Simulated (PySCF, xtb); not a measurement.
diarsenic (As2), SMILES [As]#[As].

xtb with GFN2-xTB at its own geometry gives an orbital gap of 2.74 eV and a dipole moment of 0.00 D.

Geometry: B3LYP-D3(BJ)/def2-TZVP.

Q: What does CAM-B3LYP/def2-TZVPD (PySCF) give? (An estimate is asked for; the answer gives what the named calculation found.)

A: gap 6.84 eV (levels -8.54 and -1.69 eV), dipole 0.00 D.
